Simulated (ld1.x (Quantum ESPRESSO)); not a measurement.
# Configuration tests for Mg (Z = 12) (PAW)

```json
{
 "Element": "Mg (Z = 12)",
 "Generator": "ld1.x (Quantum ESPRESSO) 7.5",
 "Type": "PAW",
 "Functional": "LDA (PZ)",
 "Relativity": "non-relativistic",
 "Frozen core": "[He]",
 "Valence charge": "10",
 "Reference configuration": "2s2 2p6 3s1 3p0 (charge +1)",
 "Partial waves": "2s (bound): rcut 1.25, rcutus 1.40 bohr; 3s (bound): rcut 1.25, rcutus 1.40 bohr; 2p (bound): rcut 1.00, rcutus 1.15 bohr; 3p (bound, empty): rcut 1.00, rcutus 1.15 bohr",
 "Local potential": "all-electron potential smoothed inside 1.25 bohr (lloc = -1)",
 "Core correction": "Bessel-smoothed model core, default radius (core density twice the valence density)",
 "Augmentation charge": "PSQ, inside the norm-conserving radii"
}
```

Energies are relative to the spin-unpolarised reference configuration 2s2 2p6 3s1 3p0; without spin polarisation the order of configurations can differ from experiment. Spin-polarised rows fill each open shell by Hund’s rule, majority spin first.

```json
{"valence configuration": "2s2 2p6 3s2 3p0", "charge": "0", "ΔE all-electron (eV)": "-8.061", "error AE − PS (meV)": "+0.8"}
{"valence configuration": "2s2 2p6 3s0 3p0", "charge": "+2", "ΔE all-electron (eV)": "15.024", "error AE − PS (meV)": "0.0"}
{"valence configuration": "2s2 2p6 3s1.5 3p0", "charge": "+0.5", "ΔE all-electron (eV)": "-4.874", "error AE − PS (meV)": "+0.2"}
{"valence configuration": "2s2 2p6 3s0 3p1", "charge": "+1", "ΔE all-electron (eV)": "4.368", "error AE − PS (meV)": "0.0"}
{"valence configuration": "2s2 2p6 3s1 3p1", "charge": "0", "ΔE all-electron (eV)": "-4.555", "error AE − PS (meV)": "+0.1"}
{"valence configuration": "2s2 2p5 3s2 3p0", "charge": "+1", "ΔE all-electron (eV)": "50.628", "error AE − PS (meV)": "+48"}
{"valence configuration": "2s2 2p6 3s1 3p0 (spin-polarised)", "charge": "+1", "ΔE all-electron (eV)": "-0.320", "error AE − PS (meV)": "0.0"}
{"valence configuration": "2s2 2p6 3s1.5 3p0 (spin-polarised)", "charge": "+0.5", "ΔE all-electron (eV)": "-4.931", "error AE − PS (meV)": "+0.2"}
```

(1) What are ΔE and the potential's error for 2s2 2p6 3s0 3p2?

Levels in the configuration 2s2 2p6 3s0 3p1:

```tsv
level	all-electron (eV)	pseudo (eV)
2s	-89.872	-89.871
2p	-57.597	-57.595
3p	-7.877	-7.877
```

## Answers

(1) ΔE = -0.828 eV all-electron; the error (AE − PS) is 0.0 meV.
